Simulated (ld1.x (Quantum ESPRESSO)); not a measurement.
**carbon, TM: configuration errors across variants**

C, norm-conserving Troullier–Martins (Kleinman–Bylander form), made with ld1.x (Quantum ESPRESSO) 7.5 (PBE, scalar-relativistic). Core [He], reference 2s2 2p2. Waves: 2s (bound): rc 0.80 bohr; 2p (bound): rc 1.70 bohr. Local part: all-electron potential smoothed inside 1.25 bohr (lloc = -1). Core correction: Bessel-smoothed model core inside 0.75 bohr.

All-electron excitation energies from the reference (eV): (1) 2s2 2p1 10.862; (2) 2s2 2p0 35.018; (3) 2s1 2p0 83.212; (4) 2s2 2p1.5 3.963; (5) 2s1 2p2 19.615; (6) 2s1 2p3 8.478; (7) 2s2 2p2.3 -1.158.

Errors AE − PS in meV (a dash: test not solved or not reliable):

| change | (1) | (2) | (3) | (4) | (5) | (6) | (7) | bound ghosts |
| --- | --- | --- | --- | --- | --- | --- | --- | --- |
| base | +18 | +194 | +425 | +2.2 | -9.0 | +7.4 | +0.3 | none |
| local potential all-electron potential smoothed inside 0.64 bohr (lloc = -1) | +19 | +205 | +447 | +2.5 | -8.0 | +7.4 | +0.3 | none |
| local potential all-electron potential smoothed inside 0.78 bohr (lloc = -1) | +18 | +198 | +432 | +2.3 | -8.6 | +7.4 | +0.3 | none |
| local potential all-electron potential smoothed inside 0.92 bohr (lloc = -1) | +18 | +197 | +431 | +2.3 | -8.6 | +7.4 | +0.3 | none |
| local potential all-electron potential smoothed inside 1.08 bohr (lloc = -1) | +18 | +196 | +429 | +2.3 | -8.7 | +7.4 | +0.3 | none |
| local potential all-electron potential smoothed inside 1.26 bohr (lloc = -1) | +18 | +194 | +425 | +2.2 | -9.0 | +7.4 | +0.3 | none |
| local potential all-electron potential smoothed inside 1.36 bohr (lloc = -1) | +17 | +193 | +422 | +2.2 | -9.3 | +7.4 | +0.2 | none |
| local potential all-electron potential smoothed inside 1.54 bohr (lloc = -1) | +16 | +188 | +412 | +2.0 | -10 | +7.3 | +0.2 | none |
| local potential all-electron potential smoothed inside 1.78 bohr (lloc = -1) | +13 | +171 | +380 | +1.4 | -13 | +7.3 | +0.1 | none |
| local potential all-electron potential smoothed inside 1.96 bohr (lloc = -1) | +7.6 | +135 | +315 | +0.3 | -18 | +7.2 | -0.1 | none |

(1) Give the same row for: local potential all-electron potential smoothed inside 1.70 bohr (lloc = -1).

Results:

(1) +15, +179, +395, +1.7, -12, +7.3, +0.1; bound ghosts: none.
